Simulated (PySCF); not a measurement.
Te(NH2)(GeH3) (GeH5NTe), SMILES [Te](N)[GeH3].

Geometry: PBE-D3(BJ)/def2-SVP. This is a generated structure with no PubChem entry under its InChIKey; it may be hypothetical. The def2 effective core potentials stand for the cores of Te; spin–orbit coupling is left out. One conformer was computed; it need not be the lowest.

The numbers are results of TDA-PBE/def2-SVPD run with PySCF, not measurements.

Vertical excitations. The molecule is in vacuum. State labels are in the subgroup Cs.

Computed UV-visible absorptions:
| state | symmetry | energy (eV) | λ (nm) | f | main pairs |
|---|---|---|---|---|---|
| S1 | A" | 3.10 | 400 | 0.002 | HOMO→LUMO 99 % |
| S2 | A" | 4.11 | 302 | 0.007 | HOMO→LUMO+1 98 % |
| S3 | A' | 4.18 | 296 | 0.030 | HOMO−1→LUMO 95 % |
| S4 | A" | 4.80 | 258 | 0.036 | HOMO→LUMO+2 99 % |
| S5 | A' | 5.07 | 245 | 0.077 | HOMO−1→LUMO+1 88 % |
| S6 | A" | 5.48 | 226 | 0.003 | HOMO→LUMO+3 100 % |
| S7 | A' | 5.66 | 219 | 0.017 | HOMO→LUMO+4 60 %, HOMO−1→LUMO+2 22 %, HOMO−2→LUMO 12 % |
| S8 | A' | 5.74 | 216 | 0.015 | HOMO−1→LUMO+2 76 %, HOMO→LUMO+4 12 % |
| S9 | A" | 5.80 | 214 | 0.000 | HOMO→LUMO+6 98 % |
| S10 | A' | 5.85 | 212 | 0.069 | HOMO→LUMO+5 80 %, HOMO−2→LUMO 15 % |
| T1 | A" | 2.55 | 485 | 0 | HOMO→LUMO 100 % |
| T2 | A' | 3.39 | 365 | 0 | HOMO−1→LUMO 99 % |
| T3 | A" | 3.59 | 345 | 0 | HOMO→LUMO+1 100 % |
| T4 | A' | 4.46 | 278 | 0 | HOMO−1→LUMO+1 96 % |
Triplets are in the Tamm–Dancoff approximation.
